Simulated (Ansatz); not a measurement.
`C[O][In]([OH])[Br]` + H₂S → `[OH][In]([SH])[Br]` + CH₃OH  (ligand exchange at the In–O bond)

Isolated molecules relaxed with PBE0-D4/def2-TZVP in Ansatz; ΔE leaves out vibrations. CCSD(T)/CBS is the MP2 limit (def2-TZVPP, def2-QZVPP) plus CCSD(T) − MP2 in def2-TZVPP, frozen cores. This one scheme is used for every species. DFT in def2-TZVPP. B3LYP here is the variant with VWN-RPA as its local correlation; programs differ in this. def2 core potentials past Kr. For Br, In outer-core shells are correlated without core-valence functions, which leaves a few kJ/mol of doubt a bond. Scalar relativity is left out up to krypton. Each species was taken in one conformer, which may not be the lowest.

| level | ΔE (kcal/mol) | difference from CCSD(T)/CBS |
| --- | --- | --- |
| PBE-D4 | -17.9 | -1.0 |
| r2SCAN-D4 | -17.8 | -0.9 |
| PBE0-D4 | -19.6 | -2.7 |
| B3LYP-D4 | -17.5 | -0.6 |
| ωB97X-V | -17.1 | -0.2 |
| ωB97M-V | -18.0 | -1.1 |
| B2PLYP | -17.2 | -0.3 |
| PBE | -18.1 | -1.2 |
| r2SCAN | -17.9 | -1.0 |
| PBE0 | -19.8 | -2.9 |
| B3LYP | -17.8 | -0.9 |
| HF/def2-TZVPP | -19.5 | -2.6 |
| MP2/def2-TZVPP | -17.7 | -0.8 |
| SCS-MP2/def2-TZVPP | -16.8 | 0.1 |
| CCSD/def2-TZVPP | -17.3 | -0.4 |
| CCSD(T)/def2-TZVPP | -16.9 | 0.0 |
| HF/def2-QZVPP | -19.0 | -2.1 |
| MP2/def2-QZVPP | -17.6 | -0.7 |
| SCS-MP2/def2-QZVPP | -16.8 | 0.1 |
| HF/CBS(def2) | -19.0 | -2.1 |
| MP2/CBS(def2) | -17.7 | -0.8 |
| CCSD/CBS(def2) | -17.3 | -0.4 |
| CCSD(T)/CBS | -16.9 | 0 |

Largest T1 diagnostic among the species: 0.015.

In def2-TZVPP, CCSD(T) changes the Hartree–Fock value by +2.6 kcal/mol (the triples alone add +0.4 kcal/mol) and MP2 by +1.8 kcal/mol. From PBE to PBE0 (25 % exact exchange), in def2-TZVPP and without D4, ΔE moves by −1.7 kcal/mol.
